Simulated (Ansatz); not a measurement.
`CCB(S)S` → `SBS` + ethylene  (β-hydride elimination)

Computed with Ansatz on PBE0-D4/def2-TZVP structures; ΔE is electronic, products minus reactants. CCSD(T)/CBS is the MP2 limit (def2-TZVPP, def2-QZVPP) plus CCSD(T) − MP2 in def2-TZVPP, frozen cores. This one scheme is used for every species. One conformer a species, not always the lowest.

```tsv
species	CCSD(T)/CBS(def2) energy (Eh)
`CCB(S)S`	-900.73504
`SBS`	-822.20000
`C=C`	-78.48111
```

(1) Work out ΔE.

Largest T1 diagnostic among the species: 0.014.

Results:

(1) ΔE = (-822.20000) + (-78.48111) − (-900.73504) = 0.05393 Eh = +141.6 kJ/mol.

The D4 term adds +18.8 kJ/mol with B3LYP and +10.4 kJ/mol with PBE0; it sums over pairs of atoms, weighted by their polarisabilities, and B3LYP, whose exchange is more repulsive, gets the larger term. From BLYP to BHLYP (50 % exact exchange), in def2-TZVPP and without D4, ΔE moves by +30.9 kJ/mol. In def2-TZVPP, CCSD(T) changes the Hartree–Fock value by +31.7 kJ/mol (the triples alone add +1.9 kJ/mol) and MP2 by +45.6 kJ/mol.

B3LYP here is the variant with VWN-RPA as its local correlation; programs differ in this.
